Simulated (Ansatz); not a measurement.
Rb4. The state is a triplet with charge 0. Geometry r2SCAN/def2-TZVP, that of the charge +1 doublet; atoms count from 1.

Cartesian coordinates in Å:
```
Rb -1.3929 1.6951 -0.6960
Rb -0.4763 -2.0872 -3.9763
Rb 0.4747 2.1037 3.9680
Rb 1.3944 -1.7116 0.7042
```

In the def2 sets Rb takes a core potential; there is no spin–orbit coupling. At PBE0/def2-TZVP a singlet of charge 0 lies 0.21 eV below the triplet at the same geometry. The structure comes from a short search, and lower isomers may exist.

(1) Estimate the Mulliken populations from the PBE0/def2-TZVP orbitals of Ansatz.

(2) Where does the spin sit?

(3) And the Mayer bond orders between bonded heavy atoms (over 0.3)?

Answers

(1) 
| atom | charge (e) | spin (α − β) |
| --- | --- | --- |
| Rb1 | -0.03 | 0.35 |
| Rb2 | 0.04 | 0.64 |
| Rb3 | 0.04 | 0.64 |
| Rb4 | -0.04 | 0.37 |
Mulliken values and Mayer orders depend strongly on the basis.

(2) Summed by element: Rb 2.00, of 2 unpaired in all. Largest on single atoms: Rb2 0.64, Rb3 0.64, Rb4 0.37.

(3) Rb1–Rb2 0.41 (5.09 Å); Rb1–Rb3 0.41 (5.04 Å); Rb1–Rb4 0.41 (4.62 Å); Rb2–Rb4 0.40 (5.05 Å); Rb3–Rb4 0.41 (5.10 Å).
